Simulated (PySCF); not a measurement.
A side-by-side comparison of computed properties.

First species: C₄H₁₀OSSi₂.
InChI=1S/C4H10OSSi2/c1-2-3-4-8(5)7-6/h5-6,8H,4,7H2,1H3/t8-/m0/s1

Second species: C6H10FNSi2.
Atom-mapped SMILES: `[F:1][c:2]1[cH:3][cH:4][cH:5][c:6]([SiH2:7][NH:8][SiH3:9])[cH:10]1` (hydrogens: H11 on C3; H12 on C4; H13 on C5; H14, H15 on Si7; H16 on N8; H17, H18, H19 on Si9; H20 on C10)

Levels: PBE0/pcSseg-1 for dipole moment, HOMO energy, LUMO energy and HOMO–LUMO gap; GFN2-xTB for rotational constant A and rotational constant C. Geometries: GFN2-xTB. Each structure is a single optimised conformer of the isolated species, non-relativistic unless stated; the electronic structure was computed with PySCF and density fitting.

Dipoles, sizes and rotational constants follow the conformer. The torsions of the flexible species, by atom-mapped SMILES:
- `[CH3:1][C:2]#[C:3][CH2:4][Si@@H:5]([OH:6])[SiH2:7][SH:8]`: C3–C4–Si5–O6 53°, C4–Si5–Si7–S8 64°, H–O6–Si5–C4 -48°, H–S8–Si7–Si5 -179°
- `[F:1][c:2]1[cH:3][cH:4][cH:5][c:6]([SiH2:7][NH:8][SiH3:9])[cH:10]1`: C5–C6–Si7–N8 51°, C6–Si7–N8–Si9 -176°

```
             property   column X   column Y
        dipole moment     1.62 D     2.38 D
          HOMO energy   -7.35 eV   -7.15 eV
          LUMO energy   -0.92 eV   -0.70 eV
        HOMO–LUMO gap    6.43 eV    6.45 eV
rotational constant A  2.625 GHz  2.827 GHz
rotational constant C  0.364 GHz  0.396 GHz
```

Question: Which column belongs to which species?

Answer: Column X is the second species and column Y the first. The first has 18 atoms and 86 electrons, the second 20 and 90.

Question: How does each property change from the first species to the second?

Answer: dipole moment -0.76 D; HOMO energy -0.20 eV; LUMO energy -0.22 eV; HOMO–LUMO gap -0.02 eV; rotational constant A -0.202 GHz; rotational constant C -0.032 GHz.

On the first: In atomic units the dipole is 0.94 e·bohr (1 au = 2.5417 D). GFN2-xTB frequencies show an imaginary mode (30i cm⁻¹), so this geometry is no minimum at that level.

On the second: A dipole of 1.62 D is allowed in C1, and pure rotational transitions are dipole-allowed. The dipole equals about 5.4 × 10⁻³⁰ C·m (1 D = 3.33564 × 10⁻³⁰ C·m).
